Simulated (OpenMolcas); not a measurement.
**neutral lead: effect of correlating more closed shells**

```json
{
 "Program": "OpenMolcas",
 "Basis": "ANO-RCC-VTZP [8s7p5d3f2g]",
 "Scalar Hamiltonian": "DKH2, point nucleus",
 "Active space": "4 electrons in 4 orbitals (6s 6p)",
 "State averaging": "2S+1 = 3 even, 3 roots; 2S+1 = 1 even, 6 roots; 2S+1 = 5 odd, 1 root; 2S+1 = 3 odd, 5 roots (0 in the spin-orbit step)",
 "Spin-orbit coupling": "RASSI with atomic mean-field integrals over the reference wave functions, term energies averaged over their components"
}
```

Methods on the same reference wave functions:
A. CASSCF
B. SS-CASPT2, IPEA 0.25 Eh, imaginary shift 0.1 Eh (closed shells correlated: none)
C. SS-CASPT2, IPEA 0.25 Eh, imaginary shift 0.1 Eh (closed shells correlated: 5d)
D. SS-CASPT2, IPEA 0.25 Eh, imaginary shift 0.1 Eh (closed shells correlated: 4f 5s 5p 5d)

Energies in eV above 6s2 6p2 3P0, the measured ground level; measured values from NIST Handbook of Basic Atomic Spectroscopic Data.

```csv
Level,A,B,C,D,Measured
6s2 6p2 3P0,0.0000,0.0000,0.0000,0.0000,0.0000
6s2 6p2 3P1,0.8159,0.841,0.825,0.825,0.9695
6s2 6p2 3P2 [62 %],1.2596,1.211,1.187,1.186,1.3205
6s2 6p2 1D2 [62 %],2.4995,2.373,2.345,2.342,2.6604
6s2 6p2 1S0,3.5203,3.368,3.464,3.460,3.6534
```

Deviations, from unrounded energies. A percentage is the sum of absolute deviations over the sum of measured energies, with the sign that they share, or ± where signs differ.

```
                        Against measurement  Levels     A      B      C      D
             mean absolute deviation (cm-1)       4  1000   1600   1600   1600
      fine structure of the ground term (%)       2  -9.4  -10.4  -12.1  -12.2
other terms of the ground configuration (%)       2  -4.7   -9.1   -8.0   -8.1
```

A lies closest to measurement on these levels and B furthest from it. The largest miss of A in the table is 6s2 6p2 1D2 [62 %], by -1300 cm-1. The ranking rests on the paired levels alone, and a cruder setting can come out closer through cancelling errors.

Among B to D the level of the table that moves most is 6s2 6p2 1S0, by 770 cm-1 (lowest in B, highest in C). Moves below CASPT2's spread within the term are not significant.

The mean deviations of B to D differ by less than CASPT2's widest spread within a term (310 cm-1), so their order carries little weight.

From A to B the spin-free energies of the other terms of 6s2 6p2 shown, above 3P, scale by factors of 0.76 to 0.89.

The lowest spin-free term lies below A's lowest term by 0.034 hartree in B, 0.451 hartree in C, 0.764 hartree in D.

What an inner shell adds also hangs on whether the basis holds functions to correlate it.

Term energies are means over components that CASPT2 splits; among the terms shown or strongly mixed into the levels shown the widest spread is 310 cm-1 (6s2 6p2 1D, D). Some high roots are left out of the spin-orbit mixing, which shifts the levels that they would mix with. Spin-orbit splittings of 6p shells tend to come out small when the coupling is added on scalar orbitals. Measured partners are found by configuration, term and J. A level has none where our copy of the source lacks it or the pairing is in doubt (some pairs that miss far off the trend of their configuration count as doubtful), and it then counts in no deviation. Where the source uses jj or jK labels, the order within each J decides. Levels of configurations outside the active space are missing. Levels that lie high or do not pair safely by name in every column are left out.

A share in square brackets marks a mixed level and gives the weight of the term that names it, the lowest over the columns.
